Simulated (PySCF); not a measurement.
C6H6F (charge +1).
SMILES with atom numbers: `[F:1][C@@H:2]1[CH:3]=[CH:4][CH:5]=[CH:6][CH+:7]1` (hydrogens: H8 on C2; H9 on C3; H10 on C4; H11 on C5; H12 on C6; H13 on C7)

The closed-shell SCF was solved with PySCF and density fitting under several settings on one GFN2-xTB geometry (grid level 2 and gas phase unless stated).

```csv
settings,basis functions,SCF cycles,E (Eh),HOMO (eV),LUMO (eV)
PBE0/pcSseg-1,149,13,-331.3407,-13.79,-9.09
wB97X-D/def2-SVPD,191,14,-331.4150,-15.50,-7.27
```

**Question.** Estimate the rows for these settings: (1) HF/def2-SVPD, level shift 0.2 Eh; (2) KT3/pcJ-1, IEF-PCM chloroform.

**Answer.** 
```tsv
settings	basis functions	SCF cycles	E (Eh)	HOMO (eV)	LUMO (eV)
HF/def2-SVPD, level shift 0.2 Eh	191	14	-329.5947	-15.60	-5.40
KT3/pcJ-1, IEF-PCM chloroform	249	15	-336.8982	-9.00	-6.08
```

**Question.** Over all rows, what range does the HOMO–LUMO gap span?

**Answer.** From 2.92 eV (KT3/pcJ-1, IEF-PCM chloroform) to 10.20 eV (HF/def2-SVPD, level shift 0.2 Eh). The functional of the narrowest has no exact exchange, that of the widest 100 % exact exchange.

wB97X-D ran without the empirical dispersion term, which would shift the total energy alone. Cycle counts include a coarse-grid stage where the run had one. KT3 was designed for NMR shieldings or shifts; total energies of different functionals aren't comparable. The species at its GFN2-xTB geometry.
